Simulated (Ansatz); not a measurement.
The cluster MoS2⁺. Total charge 1; doublet. Geometry PBE-D4/def2-TZVP, basis def2-TZVP, Ansatz.

| atom | x (Å) | y (Å) | z (Å) |
| --- | --- | --- | --- |
| Mo1 | 0.5829 | -0.5940 | 0.1467 |
| S2 | -0.0320 | 0.9222 | 1.4277 |
| S3 | -0.5509 | -0.3281 | -1.5743 |

| run | HOMO (eV) | LUMO (eV) |
| --- | --- | --- |
| A | -12.44 | -10.27 |
| B | -13.94 | -8.77 |
| C | -12.82 | -9.89 |
| D | -12.07 | -10.65 |

In the def2 sets Mo takes a core potential; there is no spin–orbit coupling. HSE06 is defined as in plane-wave codes, on full-range PBE exchange. The structure comes from a short search, and lower isomers may exist.

HOMO and LUMO are taken over both spins.

The runs used CAM-B3LYP, HSE06, PBE0, r2SCAN. Estimate which is which.

A HSE06 (range-separated); B CAM-B3LYP (range-separated); C PBE0 (25 % exact exchange); D r2SCAN (0 % exact exchange). Exact exchange lowers occupied and raises empty levels; among semilocal functionals meta-GGAs tend to open the gap a little, and such runs are hard to tell apart. The gap grows from 1.42 eV (r2SCAN) to 5.16 eV (CAM-B3LYP). At HSE06-D4/def2-TZVP, CAM-B3LYP-D4/def2-TZVP, PBE0-D4/def2-TZVP, r2SCAN-D4/def2-TZVP the charge 1 doublet is spin-contaminated (final ⟨S²⟩ up to 0.92, 0.75 for a pure state).
